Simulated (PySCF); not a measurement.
Si(Cl)(OH)2(OMe) (CH5ClO3Si), SMILES CO[Si](O)(O)Cl. Atoms are numbered in the order given.

```xyz
11

C      2.3618    -0.4068     0.1329
O      1.1226    -0.9504    -0.2945
Si    -0.3542    -0.3126     0.0718
O     -0.6237    -0.4673     1.6967
O     -1.5392    -1.1153    -0.7582
Cl    -0.3553     1.7046    -0.4696
H      2.4928    -0.5102     1.2324
H      3.1782    -0.9617    -0.3714
H      2.4505     0.6704    -0.1318
H     -1.4573    -0.0872     2.0236
H     -1.5133    -1.0101    -1.7251
```

The structure is a stationary point at PBE-D3(BJ)/def2-SVP. Other conformers were not sampled.

These are PBE-D3(BJ)/def2-SVP run with PySCF 2.14.0 values and carry that method's errors.

Frequencies are harmonic and unscaled.

**Question.** List the normal modes with their intensities. (The exact figures need the calculation; the answer reports its results.)

**Answer.** 
```tsv
mode	ν (cm⁻¹)	IR (km/mol)	moving atoms (share of kinetic energy)
1	61	4.9	C 31 %, O 29 %, H 27 %, Cl 11 %
2	93	30.7	H 79 %, O 10 %, Cl 8 %
3	101	7.9	H 89 %
4	150	1.1	C 33 %, H 30 %, Cl 18 %, O 14 %
5	201	78.1	H 59 %, O 32 %
6	254	30.5	O 54 %, H 24 %, Cl 14 %
7	275	58.0	O 55 %, H 36 %
8	300	32.6	O 62 %, Si 13 %, H 12 %, C 8 %
9	320	24.2	O 57 %, Cl 27 %, Si 8 %, H 8 %
10	368	12.7	O 59 %, Si 19 %, H 10 %
11	515	94.4	Si 39 %, Cl 32 %, O 24 %
12	741	124.5	O 41 %, Si 26 %, H 21 %, C 12 %
13	791	200.7	H 54 %, O 38 %
14	804	217.6	H 75 %, O 20 %
15	917	114.7	Si 41 %, O 35 %, H 17 %
16	972	109.9	Si 46 %, O 39 %, H 15 %
17	1124	174.9	H 34 %, O 33 %, C 30 %
18	1137	3.1	H 76 %, C 19 %
19	1175	141.2	H 43 %, O 31 %, C 24 %
20	1419	3.5	H 95 %
21	1422	2.2	H 90 %, C 8 %
22	1427	6.2	H 96 %
23	2938	57.7	H 97 %
24	3017	26.1	H 90 %, C 10 %
25	3054	23.4	H 90 %, C 10 %
26	3771	98.3	H 94 %
27	3774	83.6	H 94 %
```
